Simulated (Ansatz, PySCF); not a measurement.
BBr2, SMILES Br[B+]Br, charge +1. Atoms are numbered in the order given.

```xyz
3

B      0.0000     0.0000     0.0000
Br     0.0000     0.0000    -1.7650
Br     0.0000     0.0000     1.7650
```
Charge +1, spin multiplicity 1.

Coordinates come from a TPSSh-D3(BJ)/def2-TZVP optimisation.

Two levels are set side by side: PBE-D3(BJ)/def2-TZVP (Ansatz, a first-principles code) and TPSSh-D3(BJ)/def2-TZVP (PySCF). Each level has its own optimised geometry; the coordinates shown are those of the second. Frequencies come from the Hessian of PySCF at each geometry. Differences are taken from unrounded values.

```json
[
 {"quantity": "mean bond length (Å)", "TPSSh-D3(BJ)": "1.765"},
 {"quantity": "bond B1–Br2 (Å)", "TPSSh-D3(BJ)": "1.765"},
 {"quantity": "bond B1–Br3 (Å)", "TPSSh-D3(BJ)": "1.765"},
 {"quantity": "highest harmonic wavenumber (cm⁻¹)", "TPSSh-D3(BJ)": "1272"},
 {"quantity": "mean harmonic wavenumber (cm⁻¹)", "TPSSh-D3(BJ)": "539"},
 {"quantity": "zero-point energy (kcal/mol)", "TPSSh-D3(BJ)": "3.08"}
]
```

What does PBE-D3(BJ) give, and how far is it from TPSSh-D3(BJ)? (Estimate from the structure and the level; the computed values follow.)


| quantity | PBE-D3(BJ) | PBE-D3(BJ) minus TPSSh-D3(BJ) |
|---|---|---|
| mean bond length (Å) | 1.771 | 0.006 |
| bond B1–Br2 (Å) | 1.771 | 0.006 |
| bond B1–Br3 (Å) | 1.771 | 0.006 |
| highest harmonic wavenumber (cm⁻¹) | 1255 | -17 |
| mean harmonic wavenumber (cm⁻¹) | 530 | -9 |
| zero-point energy (kcal/mol) | 3.03 | -0.05 |

GGA bonds tend to be longer and softer than those of functionals with exact exchange. Differences between two approximate levels are no errors against the true value.
